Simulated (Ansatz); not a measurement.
`C=C[SiH](C)F` → `C=CF` + `C[SiH]` at 500 K and 1 bar (silylene formation by 1,1-elimination).

Gas-phase electronic energies from Ansatz, PBE0-D4/def2-TZVP geometries. CCSD(T)/CBS is the MP2 limit (def2-TZVPP, def2-QZVPP) plus CCSD(T) − MP2 in def2-TZVPP, frozen cores. This one scheme is used for every species. Each species was taken in one conformer, which may not be the lowest.

```csv
species,CCSD(T)/CBS energy (Eh),H − E (kJ/mol),S (J/(mol·K))
`C=C[SiH](C)F`,-507.30538,287.4,414.0
`C=CF`,-177.66469,139.4,282.9
`C[SiH]`,-329.46712,135.7,295.1
```

H − E and S are ideal-gas, rigid-rotor, harmonic terms from PBE0-D4/def2-TZVP, for one conformer and one mirror image of each species. 1 Eh = 2625.50 kJ/mol, R = 8.31446 J/(mol·K).

**Question.** By hand: ΔE, ΔH, ΔS and ΔG.

**Answer.** ΔE = (-177.66469) + (-329.46712) − (-507.30538) = 0.17357 Eh = 455.7 kJ/mol. Δ(H − E) = 139.4 + 135.7 − 287.4 = -12.3, so ΔH = 443.4 kJ/mol. ΔS = 282.9 + 295.1 − 414.0 = 164.0 J/(mol·K). ΔG = 443.4 − 500 × (164.0)/1000 = 361.4 kJ/mol.

**Question.** By hand: the equilibrium constant, and the temperature at which ΔG would vanish if ΔH and ΔS stayed fixed.

**Answer.** log₁₀ K = −ΔG/(RT ln 10) = -37.8. ΔG = 0 at ΔH/ΔS = 2704 K, far beyond where these terms or the molecules hold.

The number of gas molecules changes by +1, which sets the sign of ΔS. A doubt of 5 kJ/mol in ΔE shifts log₁₀ K by 0.5 here. Other conformers and mirror images would add mixing entropy, several J/(mol·K) or more a flexible species. These are equilibria of isolated gas molecules and say nothing of rates. Largest T1 diagnostic: 0.012 (customary marks: 0.02 for closed shells, 0.045 for open ones).
